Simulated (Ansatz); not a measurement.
Ideal-gas functions of ClFH3NSn, SMILES `[NH2][SnH]([F])[Cl]` at 800 K and 1 bar, from an Ansatz frequency run at PBE0-D4/def2-TZVP.

Molar mass 190.19 g/mol, point group C1 (symmetry number 1), electronic degeneracy 1, moments of inertia 118.214, 213.529, 275.982 u Å². Harmonic wavenumbers (cm⁻¹, unscaled): 89, 138, 161, 179, 387, 530, 554, 566, 621, 667, 869, 1564, 2011, 3542, 3640.

Use S(trans) = R[1.5 ln M + 2.5 ln T − 1.1517]; rotational temperatures θ = 24.2544 K / I; S(rot) = R[ln(√π/σ · √(T³/θAθBθC)) + 1.5]; for each mode x = 1.438777 ν̃/T, S = R[x/(eˣ − 1) − ln(1 − e⁻ˣ)] and H = RT x/(eˣ − 1); 1 cm⁻¹ = 0.0119627 kJ/mol; R = 8.31446 J/(mol·K).

**Question.** By hand: the entropy, in J/(mol·K).

**Answer.** Translation 194.8. Rotation: θ = 0.2052, 0.1136, 0.0879 K, giving 126.3. Vibration, mode by mode: 23.56, 19.92, 18.65, 17.77, 11.49, 9.02, 8.68, 8.52, 7.81, 7.28, 5.40, 2.01, 1.06, 0.11, 0.09, in all 141.4. Electronic 0.0. Sum 462.5 J/(mol·K).

**Question.** By hand: H − E and G − E in kJ/mol, counted from the electronic energy.

**Answer.** Zero-point energy ½ × 15518 × 0.0119627 = 92.8; thermal vibration 51.5; translation, rotation and pV give 4 RT = 26.6. H − E = 170.9 kJ/mol, and G − E = 170.9 − 800 × 462.5/1000 = -199.1 kJ/mol.

Vibration gives 31 % of the entropy, 43.5 J/(mol·K) of it from the modes under 150 cm⁻¹: soft modes count most, and the harmonic formula is weakest for them. The sum counts one conformer and one mirror image; others add a mixing term.
